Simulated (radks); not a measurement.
The numbers below are computed, except where a source is named.
Coulomb parameter of the 4f shell of the neodymium ion Nd3+ in the model configuration [Xe] 4f2 6p1, as a second difference U = [E(n + 0.5) + E(n - 0.5) - 2 E(n)] / (0.5)^2 with all orbitals relaxed. "Bare": the charge of the atom changes with n. "Screened": the 6p shell takes up the change at fixed total charge, which measures U(4f,4f) + U(6p,6p) - 2 U(4f,6p). Level of theory: scalar-relativistic Kohn-Sham, PBE, spin-unpolarised, spherical densities, point nucleus (a radial shooting solver on a logarithmic mesh with Libxc functionals).

case              configuration  E - E(n) (eV)
start              [Xe] 4f2 6p1          0.000
bare +0.5        [Xe] 4f2.5 6p1        -18.504
bare -0.5        [Xe] 4f1.5 6p1         23.303
screened +0.5  [Xe] 4f2.5 6p0.5        -10.190
screened -0.5  [Xe] 4f1.5 6p1.5         12.497

U(bare) = 19.194 eV, U(screened by 6p) = 9.229 eV, against the Slater integral F0(4f,4f) = 27.748 eV with frozen orbitals.
